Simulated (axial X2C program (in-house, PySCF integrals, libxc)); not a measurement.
**Potential curves of GaSe⁻, 2c**

Calculated with an in-house relativistic program for diatomic molecules. Two-component (2c) means X2C with spin–orbit coupling and atomic mean-field two-electron Coulomb and Gaunt terms. Basis: Se dyall-acv3z [9s10p7d5f1g], Ga dyall-acv3z [10s10p8d5f1g] (cores contracted in-house); Gaussian nuclei, density fitting, unrestricted open shells. Masses: Se 79.917 u, Ga 68.926 u.

State: Ω = 0 (closed shell). Energies in eV from the fragments at the same level (Se- + Ga). Fits are polynomials in 1 − R0/R over 0.85 to 1.23 times the lowest point R0.

```csv
R (Å),CCSD(T),CCSD
2.0584,-3.2994,-3.1638
2.1263,-3.5549,-3.4117
2.1941,-3.6979,-3.5468
2.2620,-3.7546,-3.5950
2.3412,-3.7381,-3.5682
2.4203,-3.6562,-3.4753
2.5221,-3.4842,-3.2886
```

Correlated methods: 10 electrons correlated (number of frozen shells: Se 3 s, 2 p, 1 d; Ga 3 s, 2 p, 1 d), 338 virtual spin orbitals or spinors in MP2, 90 natural virtuals in coupled cluster.

One determinant describes the state; a PBE0 search over occupations chose it and may have missed a lower one. The closed shell is kept restricted, so the energy runs too high when the bond is stretched far. De is counted from the lowest determinant-based energies of the atoms at the same level, without counterpoise correction. CCSD and (T) use frozen natural virtuals with an MP2 correction for the truncation; (T) itself is uncorrected, so its De runs slightly low. With the outer-core shells frozen, correlated bond lengths of heavy atoms tend to come out a few hundredths of an ångström too long. Coupled cluster ran on the points near the minimum only. MP2 and coupled cluster on one determinant become unreliable at the stretched end.

(1) Fit the CCSD(T) curve near its minimum: give the equilibrium distance, the harmonic wavenumber and the well depth.

(2) What are Re, ωe and De at the CCSD level?

## Answers

(1) At CCSD(T), 2c: Re = 2.284 Å, ωe ≈ 310 cm⁻¹, De = 3.76 eV to Se- + Ga; Be follows as 0.0873 cm⁻¹.

(2) At CCSD, 2c: Re = 2.274 Å, ωe ≈ 317 cm⁻¹, De = 3.60 eV to Se- + Ga; Be follows as 0.0881 cm⁻¹.
